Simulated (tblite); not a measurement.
Compound: C8H8.
SMILES with atom numbers: `[CH2:1]=[C:2]1[CH:3]=[CH:4][CH:5]=[CH:6][CH:7]=[CH:8]1` (hydrogens: H9, H10 on C1; H11 on C3; H12 on C4; H13 on C5; H14 on C6; H15 on C7; H16 on C8)

Structure optimised with GFN2-xTB, isolated species.

Give the optimised bond lengths and angles.

```tsv
bond	length (Å)
C1=C2	1.346
C2–C3, C2–C8	1.454
C3–C4, C7–C8	1.344
C4–C5, C6–C7	1.436
C5–C6	1.347
C1–H9, C1–H10	1.076
C3–H11, C8–H16	1.085
C4–H12, C7–H15	1.084
C5–H13, C6–H14	1.083
```

Bonds in one row agree within 0.01 Å and their mean is given. A selection of angles:
```tsv
angle	degrees
C1–C2–C3	118.6
C3–C2–C8	122.7
C2–C3–C4	130.9
C3–C4–C5	129.6
C4–C5–C6	128.2
```

Of the pairs four or more bonds apart, H10···H11 is among the closest relative to their van der Waals radii: 2.28 Å, 95 % of the sum of Bondi's values. The C–C distances run from 1.344 Å (C7–C8, aromatic) to 1.454 Å (C2–C8, aromatic), a spread of 0.110 Å. The 8 heavy atoms lie in one plane (0.001 Å rms). The 7-membered ring C2–C3–C4–C5–C6–C7–C8 has internal angles of 122.7° to 130.9°; it is planar, 0.00 Å rms from its mean plane, widest ring torsion 0°.

Point group: C2v (every atom within 0.08 Å of its image). Its GFN2-xTB frequencies are all real (lowest 30 cm⁻¹).

Hardware: one thread of an Arm Neoverse V1, no GPU (shared host). Cost: 0.12 s of wall time. This is the geometry optimisation.

These are computed values.
